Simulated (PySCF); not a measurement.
Nuclear quadrupole coupling in [Cu(CN)2]-

Species: [Cu(CN)2]-, C₂CuN₂ (charge -1 and singlet state).
Geometry (PBE0-D3(BJ)/def2-SVP, Å), atoms numbered from 1 in this order:
```
atom  x, y, z in Å
Cu1    0.0029    0.0022    0.0000
C2     0.0033    0.0108    1.8852
N3    -0.0030    0.0149    3.0530
C4    -0.0001   -0.0092   -1.8852
N5    -0.0030   -0.0188   -3.0530
```

Field gradients from the PBE0/pcSseg-1 (pcSseg-2 on Cu) density (PySCF, non-relativistic), principal values in atomic units, ordered |Vxx| ≤ |Vyy| ≤ |Vzz|:

```json
{"atom": "Cu1", "Vxx": "0.7660", "Vyy": "0.7660", "Vzz": "-1.5320"}
{"atom": "N3", "Vxx": "0.5027", "Vyy": "0.5027", "Vzz": "-1.0053"}
{"atom": "N5", "Vxx": "0.5027", "Vyy": "0.5027", "Vzz": "-1.0053"}
```

Find the asymmetry η = (Vxx − Vyy)/Vzz and the couplings χ = eQV/h (234.96 MHz × Q in barn × V in au), with Q(63Cu) = −0.22 b, Q(14N) = 0.02044 b.

```
atom           environment  nucleus     η  χzz (MHz)  χxx (MHz)  χyy (MHz)
 Cu1  copper bonded to 2 C     63Cu  0.00      79.19     -39.60     -39.60
  N3  nitrogen bonded to C      14N  0.00     -4.828      2.414      2.414
  N5  nitrogen bonded to C      14N  0.00     -4.828      2.414      2.414
```

The gradient is axial or nearly so (η below 0.05) at Cu1, N3 and N5. 

What is Vzz at N5 in SI units (1 au = 9.71736 × 10²¹ V/m²)?

-1.0053 au = -9.769 × 10²¹ V/m².

Isolated species at its PBE0-D3(BJ)/def2-SVP geometry, gas phase. The pcSseg-1 basis has no diffuse functions, a weakness for an anion. These gradients aren't converged with respect to the basis. Field gradients at transition-metal nuclei can change strongly with the functional.
